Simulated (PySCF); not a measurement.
# Stretching GaAs

Set-up: basis Ga def2-TZVPPD, As def2-TZVPPD; no relativity; PySCF 2.14. Energies in eV from Ga + As in their ground configurations at the same level. State: ³Σ⁻ (triplet), unpaired electrons π ↑↑.

```csv
R (Å),UHF-CCSD,r²SCAN
2.205,,-1.526
2.308,-1.516,-1.851
2.410,-1.693,-2.024
2.487,-1.750,-2.082
2.564,-1.759,-2.095
2.641,-1.732,-2.072
2.744,-1.654,-2.002
2.872,-1.513,-1.870
3.026,-1.310,-1.675
3.231,,-1.391
```

Put a parabola through the three lowest points of the UHF-CCSD curve and estimate Re, k and ωe (reduced mass 35.9 u; 1 eV/Å² = 0.16022 mdyn/Å; ωe = 1302.8·√(k/μ) cm⁻¹).

Through R = 2.487, 2.564, 2.641 Å the second-order coefficient is 3.04 eV/Å², so Re ≈ 2.545 Å, k ≈ 0.973 mdyn/Å and ωe ≈ 214 cm⁻¹. A polynomial fit of higher order to the unrounded UHF-CCSD energies gives Re = 2.542 Å, k = 1.07 mdyn/Å, ωe = 224 cm⁻¹; anharmonicity and rounding make the difference.

The higher-order fit for each curve: UHF-CCSD: Re = 2.542 Å, ωe = 224 cm⁻¹, De = 1.76 eV; r²SCAN: Re = 2.549 Å, ωe = 217 cm⁻¹, De = 2.10 eV.

Correlated steps freeze 18 core orbitals. Spin–orbit coupling is left out. The state was picked by a PBE0 search and need not be the measured ground state.
